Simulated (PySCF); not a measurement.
# Functional dependence of a UV spectrum

Species: aluminum trichloride, AlCl₃.
SMILES with atom numbers: `[Cl:1][Al:2]([Cl:3])[Cl:4]`

Linear-response calculations in the def2-SVPD basis (PySCF; singlets by full response, triplets Tamm–Dancoff, core orbitals frozen in the response; HF means time-dependent Hartree–Fock). 'Strongest' is the level of largest summed f among the singlets computed (10 roots, of which the last may lack a degenerate partner); it can jump between rows when another state enters that window. S1 is the lowest singlet of each run and needn't be the same state throughout; f(S1) is that of one state. Isolated species at its PBE0-D3(BJ)/def2-SVP geometry, gas phase.

| functional | kind | S1 (eV) | f(S1) | strongest (eV) | T1 (eV) | HOMO (eV) | gap (eV) | ionisation energy, ΔSCF (eV) |
| --- | --- | --- | --- | --- | --- | --- | --- | --- |
| LDA | LDA | 5.67 | 0.000 | 6.74 | 5.48 | -8.20 | 5.56 | 11.12 |
| PBE | GGA | 5.77 | 0.000 | 6.86 | 5.56 | -8.09 | 5.67 | 10.96 |
| B3LYP | global hybrid, 20% exact exchange | 6.27 | 0.000 | 7.37 | 6.04 | -9.18 | 7.33 | 11.40 |
| PBE0 | global hybrid, 25% exact exchange | 6.54 | 0.000 | 7.59 | 6.29 | -9.50 | 7.89 | 11.54 |
| BHandHLYP | global hybrid, 50% exact exchange | 7.07 | 0.000 | 8.15 | 6.78 | -10.72 | 9.84 | 11.90 |
| CAM-B3LYP | range-separated hybrid | 6.74 | 0.000 | 7.83 | 6.46 | -10.83 | 10.06 | 11.86 |
| LC-wPBE | range-separated hybrid | 7.43 | 0.000 | 8.42 | 7.10 | -12.31 | 12.64 | 12.37 |
| HF | Hartree–Fock | 8.25 | 0.000 | 9.31 | 7.86 | -12.76 | 13.53 | not settled |

What does wB97X-D (range-separated hybrid) give?

S1 (eV) 6.88, f(S1) 0.000, strongest (eV) 7.94, T1 (eV) 6.62, HOMO (eV) -11.36, gap (eV) 11.41, ionisation energy, ΔSCF (eV) 11.86. S1 runs from 5.67 eV (LDA) to 8.25 eV (HF), a spread of 2.58 eV, while the orbital gap spreads over 8.0 eV. Along PBE (0%), B3LYP (20%), PBE0 (25%), BHandHLYP (50%), HF (100%) S1 rises with the share of exact exchange. −ε(HOMO) comes closest to its own ΔSCF ionisation energy with LC-wPBE (-0.06 eV) and misses most with LDA (-2.92 eV). 'Not settled' means that the ion's SCF failed to converge or may have ended in another state than the lowest.
